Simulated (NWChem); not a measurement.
System: C2H7FOSi; SMILES C[C@@H](O)[SiH2]F

NWChem input:

```
start job
memory heap 200 mb stack 900 mb global 1100 mb
geometry units angstroms noautoz
  C     -0.803871     1.944205    -0.114180
  C      0.158753     0.794903    -0.377403
  O      1.438776     1.023043     0.190105
  Si    -0.509044    -0.882020     0.196427
  F      0.466304    -2.077183    -0.319272
  H     -1.052326     2.029994     0.957996
  H     -1.749511     1.819341    -0.664721
  H     -0.345233     2.895489    -0.426290
  H      0.332911     0.722605    -1.465647
  H      1.333534     1.098994     1.145641
  H     -1.878019    -1.163292    -0.326598
  H     -0.501183    -0.902900     1.691116
end
basis spherical
  * library 6-31g*
end
dft
  xc xwpbe 1.00 cpbe96 1.0 hfexch 1.00
  cam 0.25 cam_alpha 0.0 cam_beta 1.0
  iterations 150
  vectors input atomic output neutral.movecs
end
task dft energy
charge 1
dft
  odft
  mult 2
  vectors input atomic output cation.movecs
end
task dft energy
```

NWChem printed, in part:

```
             Northwest Computational Chemistry Package (NWChem) 7.3.0
             --------------------------------------------------------

 C1  symmetry detected

                             Geometry "geometry" -> ""
                             -------------------------

 Output coordinates in angstroms (scale by  1.889725989 to convert to a.u.)

  No.       Tag          Charge          X              Y              Z
 ---- ---------------- ---------- -------------- -------------- --------------
    1 C                    6.0000    -0.80725520     1.94693952    -0.12595755
    2 C                    6.0000     0.14443740     0.78624218    -0.37872086
    3 O                    8.0000     1.43107136     1.01387597     0.17384404
    4 Si                  14.0000    -0.53073373    -0.87601110     0.22820783
    5 F                    9.0000     0.43111688    -2.08676666    -0.27634954
    6 H                    1.0000    -1.04561095     2.05204408     0.94679152
    7 H                    1.0000    -1.75861074     1.82030626    -0.66615018
    8 H                    1.0000    -0.34432117     2.88951489    -0.45753932
    9 H                    1.0000     0.30845989     0.69492823    -1.46711022
   10 H                    1.0000     1.33481845     1.10616054     1.12888981
   11 H                    1.0000    -1.90631714    -1.15537019    -0.27824099
   12 H                    1.0000    -0.50986209    -0.87262652     1.72291379

 Effective nuclear repulsion energy (a.u.)     244.4017264978

  pbe96 is a nonlocal functional; adding pw91lda local functional.

                                 NWChem DFT Module
                                 -----------------

 Summary of "ao basis" -> "ao basis" (spherical)
 ------------------------------------------------------------------------------
       Tag                 Description            Shells   Functions and Types
 ---------------- ------------------------------  ------  ---------------------
 C                           6-31g*                  6       14   3s2p1d
 O                           6-31g*                  6       14   3s2p1d
 Si                          6-31g*                  8       18   4s3p1d
 F                           6-31g*                  6       14   3s2p1d
 H                           6-31g*                  2        2   2s

            General Information
            -------------------
          SCF calculation type: DFT
          Wavefunction type:  closed shell.
          No. of atoms     :    12
          No. of electrons :    50
           Alpha electrons :    25
            Beta electrons :    25
          Charge           :     0
          Spin multiplicity:     1
          Use of symmetry is: off; symmetry adaption is: off
          Maximum number of iterations: 150
          AO basis - number of functions:    88
                     number of shells:    46
          Convergence on energy requested:  1.00D-06
          Convergence on density requested:  1.00D-05
          Convergence on gradient requested:  5.00D-04

              XC Information
              --------------
                     Hartree-Fock (Exact) Exchange  1.000
                     LC-wPBE(h)Exchange Functional  1.000
            Perdew 1991 LDA Correlation Functional  1.000 local
           PerdewBurkeErnz. Correlation Functional  1.000 non-local

           Range-Separation Parameters
           ---------------------------
           Alpha           :  0.00
           Beta            :  1.00
           Gamma           :  0.25
           Short-Range HF  :     F

             Grid Information
             ----------------
          Grid used for XC integration:  medium
          Radial quadrature: Mura-Knowles
          Angular quadrature: Lebedev.
          Tag              B.-S. Rad. Rad. Pts. Rad. Cut. Ang. Pts.
          ---              ---------- --------- --------- ---------
          C                   0.70       49          10.0       434
          O                   0.60       49          10.0       434
          Si                  1.10       88          10.0       590
          F                   0.50       49          12.0       434
          H                   0.35       45          11.0       434
          Grid pruning is: on
          Number of quadrature shells:   599
          Spatial weights used:  Erf1

      Superposition of Atomic Density Guess
      -------------------------------------

 Sum of atomic energies:        -541.75212785

      Non-variational initial energy
      ------------------------------

 Total energy =    -543.852919
 1-e energy   =   -1233.418356
 2-e energy   =     445.163711
 HOMO         =      -0.291298
 LUMO         =       0.053313

   convergence    iter        energy       DeltaE   RMS-Dens  Diis-err
 ---------------- ----- ----------------- --------- --------- ---------
 d= 0,ls=0.0,diis     1   -544.5356365665 -7.89D+02  1.32D-02  9.36D-01
 d= 0,ls=0.0,diis     2   -544.5508215237 -1.52D-02  5.96D-03  1.04D+00
 d= 0,ls=0.0,diis     3   -544.6354891996 -8.47D-02  1.05D-03  2.30D-02
 d= 0,ls=0.0,diis     4   -544.6375148344 -2.03D-03  2.41D-04  6.91D-04
 d= 0,ls=0.0,diis     5   -544.6375837690 -6.89D-05  8.82D-05  1.24D-04
  Resetting Diis
 d= 0,ls=0.0,diis     6   -544.6375958061 -1.20D-05  3.69D-05  1.19D-05
 d= 0,ls=0.0,diis     7   -544.6375971838 -1.38D-06  1.47D-05  9.71D-07
 d= 0,ls=0.0,diis     8   -544.6375972129 -2.91D-08  6.05D-06  1.03D-06

         Total DFT energy =     -544.637597212941
      One electron energy =    -1237.512163018974
           Coulomb energy =      501.624246727398
    Exchange-Corr. energy =      -53.151407419188
 Nuclear repulsion energy =      244.401726497824

 Numeric. integr. density =       49.999981978079

                       DFT Final Molecular Orbital Analysis
                       ------------------------------------

[...]
```

Level: LC-wPBE (HJS exchange hole, range parameter 0.25 per bohr)/6-31G* (spherical d), vertical spin-unrestricted ions. Structure relaxed at the PBE0/def2-SVP level. No frequency run checked for a minimum.
